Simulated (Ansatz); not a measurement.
C3H9Al, SMILES `[CH3][Al]([CH3])[CH3]` with one electron removed (charge 1, multiplicity 2), frozen-core CCSD(T)/cc-pVTZ // B3LYP-D3(BJ)/def2-TZVP run with Ansatz (a program for electronic structure). The run hit its time limit unfinished.

Ansatz 0.2 input:
```yaml
crystal:
  periodic: [false, false, false]
  atoms:
    - { symbol: C, position_ang: [1.932205, -0.028302, -0.338206] }
    - { symbol: Al, position_ang: [-0.000129, -0.000053, 0.000001] }
    - { symbol: C, position_ang: [-0.998132, -1.684197, 0.129497] }
    - { symbol: C, position_ang: [-0.934363, 1.712518, 0.208346] }
    - { symbol: H, position_ang: [2.475312, 0.529656, 0.431579] }
    - { symbol: H, position_ang: [2.35077, -1.036296, -0.376841] }
    - { symbol: H, position_ang: [2.166818, 0.463003, -1.288776] }
    - { symbol: H, position_ang: [-2.063272, -1.542772, 0.324997] }
    - { symbol: H, position_ang: [-0.595107, -2.317845, 0.926589] }
    - { symbol: H, position_ang: [-0.904796, -2.265629, -0.793968] }
    - { symbol: H, position_ang: [-1.359033, 1.801299, 1.214289] }
    - { symbol: H, position_ang: [-0.29079, 2.579822, 0.045998] }
    - { symbol: H, position_ang: [-1.779483, 1.788798, -0.483503] }
basis:
  gaussian: { orbitals: cc-pVTZ }
correlation:
  method: ccsd_t
total_charge: 1
magnetization:
  spin_polarized: true
  initial_magnetization: 1
```

The last lines of the output:

```
1390 factors; integrals over basis functions are off by at most 1.2e-3 eV
mean field evaluation 1: about -9804.3513 eV, gradient 3.2e1 eV
mean field evaluation 2: about -9804.3532 eV, gradient 3.2e1 eV
mean field evaluation 4: about -9809.5181 eV, gradient 2.6e0 eV
mean field evaluation 8: about -9809.6215 eV, gradient 1.7e-1 eV
mean field evaluation 16: about -9809.6222 eV, gradient 4.5e-3 eV
mean field evaluation 32: about -9809.6261 eV, gradient 1.0e0 eV
mean field evaluation 64: about -9809.6755 eV, gradient 3.0e-3 eV
mean field evaluation 96: about -9809.6218 eV, gradient 1.1e-2 eV
mean field evaluation 128: about -9805.3470 eV, gradient 5.4e-2 eV
mean field evaluation 160: about -9805.9870 eV, gradient 4.4e0 eV
mean field evaluation 192: about -9805.0940 eV, gradient 3.5e-1 eV
mean field evaluation 224: about -9804.6310 eV, gradient 8.9e0 eV
mean field evaluation 256: about -9809.6214 eV, gradient 7.4e-2 eV
mean field -9809.67575340 eV, -360.4989347003 hartree, gradient 1.5e-6 eV, S^2 0.771630; 8 other end points of the search recorded, 0 dependent functions left out
determinant -9809.67575340 eV, -360.4989347003 hartree, with singles and doubles -9827.47865925 eV, -361.1531794230 hartree
determinant -9809.67548257 eV, -360.4989247474 hartree, with singles and doubles -9827.47843826 eV, -361.1531713019 hartree
determinant -9809.67545781 eV, -360.4989238375 hartree, with singles and doubles -9827.47837595 eV, -361.1531690120 hartree
determinant -9809.62220035 eV, -360.4969666620 hartree, with singles and doubles -9827.48999673 eV, -361.1535960680 hartree
determinant -9809.62203960 eV, -360.4969607546 hartree, with singles and doubles -9827.48991074 eV, -361.1535929077 hartree
determinant -9809.62184576 eV, -360.4969536314 hartree, with singles and doubles -9827.48972067 eV, -361.1535859230 hartree
determinant -9809.67575340 eV, -360.4989347003 hartree, with singles and doubles -9827.20131476 eV, -361.1429872012 hartree
determinant -9809.67548257 eV, -360.4989247474 hartree, with singles and doubles -9827.20110010 eV, -361.1429793126 hartree
determinant -9809.67545781 eV, -360.4989238375 hartree, with singles and doubles -9827.20103954 eV, -361.1429770869 hartree
```
